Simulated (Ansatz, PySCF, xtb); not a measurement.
Process, species as SMILES: [SiH3]CCCO[SiH3] + 3 C (CH4) + O (H2O) → 2 CC (C2H6) [ethane] + CO (CH4O) [methanol] + C[SiH3] [methylsilane] + O[SiH3]
Each molecule is optimised on its own at B3LYP-D3(BJ)/def2-TZVP (Ansatz, an electronic-structure program), one conformer each, not searched for the lowest.

Property: bond separation energy (enthalpy at 298 K, with B3LYP-D3(BJ) rigid-rotor harmonic-oscillator terms from PySCF), in kcal/mol. Cores are frozen in the correlated levels unless marked. Spin-orbit coupling is left out. No relativistic terms. CBS(X,Y): correlation extrapolated as X^-3; Hartree-Fock from the larger set. [CCSD(T)-MP2]/basis is that difference in the basis named.

```csv
level,program,bond separation energy (kcal/mol)
GFN2-xTB,xtb,8.7
BHLYP-D4/def2-TZVPD,Ansatz + dftd4,9.1
HSE06-D4/def2-TZVPD,Ansatz + dftd4,8.7
CAM-B3LYP/def2-TZVPD,Ansatz,5.8
```

Question: Predict the RI-MP2/CBS(cc-pV(T+d)Z,cc-pV(Q+d)Z)+[CCSD(T)-MP2]/cc-pV(T+d)Z result (Ansatz).

Answer: 9.3 kcal/mol
